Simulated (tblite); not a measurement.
Input of a run (GFN2-xTB geometry optimisation, gas phase (tblite 0.8.0)), started from a force field or distance geometry:
```
{"job": {"kind": "relax", "xc": "GFN2-xTB", "basis": "xTB"}, "charge": 0, "multiplicity": 1}
C      2.593800    -0.883200    -0.669400
C      1.267600    -1.033600    -0.441900
C      0.557600     0.184600    -0.062600
N      1.112100     1.412100     0.030100
C      0.126100     2.270500     0.400600
C     -1.081100     1.567600     0.506700
N     -0.781300     0.289000     0.216100
Si    -1.900700    -1.108700     0.199700
Cl    -3.890500    -0.466800     0.176800
H      3.201000    -1.743100    -0.943800
H      3.040300     0.116700    -0.583100
H      0.781700    -1.999200    -0.504300
H      0.261500     3.348200     0.568100
H     -2.043400     1.961000     0.773200
H     -1.626300    -2.002500     1.340900
H     -1.626100    -1.903500    -1.018600
```

Output (eV, eV/Å):
```
step      E/eV     max force
  0    -719.52657    2.643
  1    -719.71831    1.008
  2    -719.78027    0.750
  3    -719.83836    0.542
  4    -719.85233    0.375
  5    -719.86690    0.318
  6    -719.87605    0.276
  7    -719.88622    0.257
  8    -719.89131    0.190
  9    -719.89393    0.156
 10    -719.89616    0.156
 11    -719.89893    0.181
 12    -719.90175    0.217
 13    -719.90441    0.178
 14    -719.90694    0.163
 15    -719.90942    0.133
 16    -719.91160    0.161
 17    -719.91313    0.129
 18    -719.91400    0.074
 19    -719.91461    0.065
 20    -719.91530    0.072
 21    -719.91605    0.077
 22    -719.91661    0.051
 23    -719.91691    0.039
 24    -719.91709    0.040
 25    -719.91726    0.041
 26    -719.91747    0.034
 27    -719.91767    0.034
 28    -719.91783    0.027
 29    -719.91794    0.022
 30    -719.91802    0.021
 31    -719.91809    0.020
 32    -719.91817    0.022
 33    -719.91828    0.028
 34    -719.91844    0.033
 35    -719.91867    0.041
 36    -719.91893    0.041
 37    -719.91920    0.040
 38    -719.91949    0.050
 39    -719.91984    0.055
 40    -719.92028    0.054
 41    -719.92077    0.058
 42    -719.92123    0.058
 43    -719.92162    0.050
 44    -719.92191    0.038
 45    -719.92212    0.029
 46    -719.92231    0.038
 47    -719.92251    0.037
 48    -719.92272    0.043
 49    -719.92287    0.034
 50    -719.92296    0.020
 51    -719.92302    0.022
 52    -719.92309    0.024
 53    -719.92318    0.028
 54    -719.92329    0.026
 55    -719.92340    0.030
 56    -719.92350    0.033
 57    -719.92361    0.029
 58    -719.92375    0.031
 59    -719.92388    0.027
 60    -719.92395    0.025
 61    -719.92400    0.025
 62    -719.92404    0.023
 63    -719.92412    0.021
 64    -719.92423    0.022
 65    -719.92440    0.026
 66    -719.92453    0.030
 67    -719.92461    0.026
 68    -719.92466    0.018
 69    -719.92470    0.011
 70    -719.92473    0.010
 71    -719.92475    0.012
 72    -719.92477    0.011
 73    -719.92479    0.010
 74    -719.92480    0.008
```

Problem. Summarise the run.

Solution. The energy falls by 38.4 kJ/mol over 74 L-BFGS steps, the largest force on an atom goes from 2.64 to 0.008 eV/Å, and the atoms move by 0.170 Å rms after alignment. The bond that changes most is Si8–Cl9 (chlorine-bound silicon to silicon-bound chlorine), which shortens by 0.089 Å. Bonds longer at the end by more than 0.005 Å: 2 of 16; shorter: 11. Among the angles that change most is H15–Si8–H16, from 106.1° to 114.1°. Among the dihedrals that turn most is C6–N7–Si8–H16, from 136° to 119°. The energy never rose by more than 1e-5 eV on the way. The first step brought 48 % of the lowering.

Problem. What are the final bond lengths?

Solution. C1=C2 1.329 Å, C2–C3 1.440 Å, C3–N4 1.308 Å, N4–C5 1.357 Å, C5–C6 1.360 Å, C6–N7 1.377 Å, N7–Si8 1.750 Å, Si8–Cl9 2.002 Å, C3–N7 1.383 Å, C1–H10 1.076 Å, C1–H11 1.076 Å, C2–H12 1.082 Å, C5–H13 1.072 Å, C6–H14 1.070 Å, Si8–H15 1.459 Å, Si8–H16 1.459 Å. Numbering counts from 1 in the input's order; the species is `C=Cc1nccn1[SiH2]Cl`.

Its GFN2-xTB frequencies are all real (lowest 40 cm⁻¹). One conformer, not necessarily the lowest. 3 starts were optimised and ended at 0.00, 0.31 and 0.31 kcal/mol (GFN2-xTB); the lowest of these is shown.

All values are computed, not measured.
